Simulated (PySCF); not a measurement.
Which determinant of AsPb⁺ lies lowest?

Unrestricted PBE0; basis As cc-pVDZ-PP with ECP10, Pb cc-pVDZ-PP with ECP60; scalar-relativistic core potentials; PySCF 2.14. Outer shells of the fragments: As 3d10 4s2 4p3; Pb+ 5d10 6s2 6p1.

Followed along the bond (rough minima from three points):

```
2Ms+1  unpaired  ⟨S²⟩ at the start  R at minimum (Å)  Te (eV)
    3      π ↑↑               2.01              2.71     0.00
    1      π ↑↓               1.00              2.70     0.30
    3  σ ↑, π ↑               2.18              2.57     0.76
    1      none               0.00              2.70     1.10
    1  σ ↓, π ↑               1.08  none in the scan   ≤ 1.05
```

Solutions found at the starting distance of 2.670 Å, counted from the lowest of them; the search is not exhaustive and high or unbound solutions are not listed, so other states can lie among these:

```csv
2Ms+1,unpaired,term,E (eV),⟨S²⟩,⟨Lz²⟩,μ (D)
3,π ↑↑,³Σ⁻,0.00,2.01,0.00,0.82
1,π ↑↓,mixed,0.30,1.00,2.01,0.67
3,"σ ↑, π ↑",³Π,0.78,2.18,1.00,0.84
1,"σ ↓, π ↑",mixed,1.07,1.08,1.01,0.96
1,none,mixed,1.10,0.00,2.00,0.17
5,"σ ↑, π ↑↑↑",⁵Π,1.62,6.00,1.00,-1.36
```

A term symbol is given only where ⟨S²⟩ and ⟨Lz²⟩ are close to those of a pure state; real π, δ and φ orbitals otherwise mix terms. A positive dipole points towards Pb; it is taken about the centre of mass and depends on that origin.

Spin–orbit coupling is left out, which matters for elements this heavy, above all for dissociation energies.
